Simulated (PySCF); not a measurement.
ClFSn (SMILES [F][Sn][Cl]), singlet, geometry from GFN2-xTB (such geometries of metal compounds can be far from the true shape) (core potentials on Sn).

Here is a job for PySCF.
```python
from pyscf import gto, scf, dft, tdscf

mol = gto.Mole()
mol.atom = '''
    Sn    0.175597    0.133943    0.498791
    F     1.018492    1.490590   -0.831343
    Cl   -1.055664   -1.183087   -1.026909
'''
mol.basis = 'def2-svp'
mol.ecp = {'Sn': 'def2-svp'}
mol.charge = 0
mol.spin = 0
mol.verbose = 4
mol.build()

mf = dft.RKS(mol)
mf.xc = 'lc_wpbe'
mf.kernel()
td = mf.TDDFT()
td.nstates = 5
td.kernel()
td.analyze(verbose=3)
```

Estimate the nuclear repulsion energy that LC-WPBE/def2-SVP, TDDFT run with PySCF returns for this input.

158.0916 Eh

Estimate the dipole moment that LC-WPBE/def2-SVP, TDDFT returns for this input.

3.81 D

What is the computed number of basis functions (LC-WPBE/def2-SVP, TDDFT)?

58

Estimate the Mulliken (on the basis functions themselves) charges in atom order that LC-WPBE/def2-SVP, TDDFT returns for this input.

Sn1 0.80, F2 -0.46, Cl3 -0.34

What is the computed HOMO-LUMO gap (LC-WPBE/def2-SVP, TDDFT)?

9.67 eV
